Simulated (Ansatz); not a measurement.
Species: C₂H₇Ge, charge 0, multiplicity 2. It need not be the lowest isomer of its formula. 
Structure (B3LYP-D3(BJ)/def2-TZVP (Ansatz, a program for electronic structure) minimum search):
```xyz
10

C      1.6609    -0.6067    -0.1865
Ge    -0.0257     0.3575     0.1987
C     -1.5753    -0.7253    -0.3921
H      1.7233    -0.8075    -1.2588
H      1.6855    -1.5548     0.3496
H      2.5224    -0.0100     0.1095
H     -0.0278     1.7205    -0.5550
H     -1.4869    -0.9252    -1.4627
H     -1.5982    -1.6752     0.1409
H     -2.5085    -0.1945    -0.2101
```
Charge 0, spin multiplicity 2.

Dipole moments at this geometry, in debye (magnitudes).

| level | program | dipole (D) |
|---|---|---|
| PBE/def2-TZVPD | Ansatz | 0.83 |
| revPBE/def2-TZVPD | Ansatz | 0.82 |
| B97M-V/def2-TZVPD | Ansatz | 0.82 |
| PBE0/def2-TZVPD | Ansatz | (withheld) |
| BHLYP/def2-TZVPD | Ansatz | 0.72 |
| LC-wPBE/def2-TZVPD | Ansatz | 0.75 |
| wB97M-V/def2-TZVPD | Ansatz | 0.72 |
| wB97X-V/def2-TZVPD | Ansatz | 0.77 |
| CCSD(T)/aug-cc-pVDZ | Ansatz | (withheld) |

Q: Some entries are withheld; supply them.

A: 
- PBE0/def2-TZVPD, dipole (D): 0.79
- CCSD(T)/aug-cc-pVDZ, dipole (D): 0.72
